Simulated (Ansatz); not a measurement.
Geometry optimisation, RKS PBE/def2-SVP in Ansatz.

Input:

```yaml
crystal:
  periodic: [false, false, false]
  atoms:
    - { symbol: Ta, position_ang: [-0.500333, 0.641155, 0.238127] }
    - { symbol: F, position_ang: [2.299816, -0.727192, 0.392931] }
    - { symbol: Cl, position_ang: [-0.348709, 0.190657, 2.546994] }
    - { symbol: Cl, position_ang: [0.150417, 0.808535, -1.999217] }
    - { symbol: Cl, position_ang: [-2.545211, 1.63131, 0.124616] }
    - { symbol: O, position_ang: [-0.868902, -1.189736, 0.002107] }
    - { symbol: H, position_ang: [-0.630577, -2.010821, 0.473406] }
    - { symbol: Br, position_ang: [1.279354, 2.506149, 0.736662] }
    - { symbol: H, position_ang: [2.638444, 0.126143, 0.568774] }
basis:
  gaussian: { orbitals: def2-SVP }
hamiltonian:
  xc: pbe
relax:
  f_tol: 0.03
  max_steps: 50
output:
  orbitals: {}
```

Command:

```bash
$ ansatz run input.yaml --threads 4 --pin off --max-ram 5120MiB --backend cpu --events-out ev --progress --plain --runs-dir out
```

**Question.** Where does it end, and by what steps?

**Answer.** The forces met the threshold. After 9 steps the energy has fallen by 0.285 eV; F2 moved furthest, 0.52 Å. Joined: Ta1–F2 (3.12 → 2.38 Å).

| step | energy less start (eV) | largest force component (eV/Å) | accepted |
| --- | --- | --- | --- |
| 0 | 0.0000 | 0.681 | yes |
| 1 | -0.1089 | 0.423 | yes |
| 2 | -0.2123 | 0.299 | yes |
| 3 | -0.2539 | 0.429 | yes |
| 4 | -0.2733 | 0.420 | yes |
| 5 | -0.2799 | 0.214 | yes |
| 6 | -0.2809 | 0.167 | yes |
| 7 | -0.2839 | 0.143 | yes |
| 8 | -0.2852 | 0.065 | yes |
| 9 | -0.2854 | 0.025 | yes |

```xyz
9
Properties=species:S:1:pos:R:3
Ta -0.307 0.522 0.246
F 1.847 -0.480 0.373
Cl -0.311 0.166 2.588
Cl 0.216 0.758 -2.029
Cl -2.286 1.660 0.162
O -0.794 -1.280 0.017
H -0.606 -2.136 0.441
Br 1.451 2.381 0.732
H 2.265 0.386 0.553
```

Run time: 36 s on 4 threads of Arm Neoverse V1, on a shared host, peak memory 0.27 GiB.
